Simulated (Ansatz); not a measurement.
The cluster Nb2S2⁺. The state is a quartet with charge 1. Geometry PBE-D4/def2-SVP; atoms count from 1.

Cartesian coordinates in Å:
```
Nb -0.3434 0.8153 1.0112
Nb 0.9996 0.0188 -0.8978
S 0.6293 -1.3126 0.9907
S -1.2855 0.4785 -1.1041
```

In the def2 sets Nb takes a core potential; there is no spin–orbit coupling. At PBE0-D4/def2-TZVP a doublet of charge 1 lies 0.58 eV below the quartet, each at its own geometry. The structure comes from a short search, and lower isomers may exist.

Question: Estimate the Mulliken populations from the PBE0/def2-TZVP orbitals of Ansatz.

Answer: 
| atom | charge (e) | spin (α − β) | d electrons |
| --- | --- | --- | --- |
| Nb1 | 0.81 | 1.52 | 3.55 |
| Nb2 | 0.81 | 1.52 | 3.55 |
| S3 | -0.31 | -0.02 | – |
| S4 | -0.31 | -0.02 | – |
Mulliken values and Mayer orders depend strongly on the basis.

Question: Where does the spin sit?

Answer: Summed by element: Nb 3.04, S -0.04, of 3 unpaired in all. Largest on single atoms: Nb2 1.52, Nb1 1.52, S4 -0.02.

Question: And the Mayer bond orders between bonded heavy atoms (over 0.3)?

Answer: Nb1–Nb2 1.89 (2.47 Å); Nb1–S3 1.23 (2.34 Å); Nb1–S4 1.23 (2.34 Å); Nb2–S3 1.23 (2.34 Å); Nb2–S4 1.23 (2.34 Å).
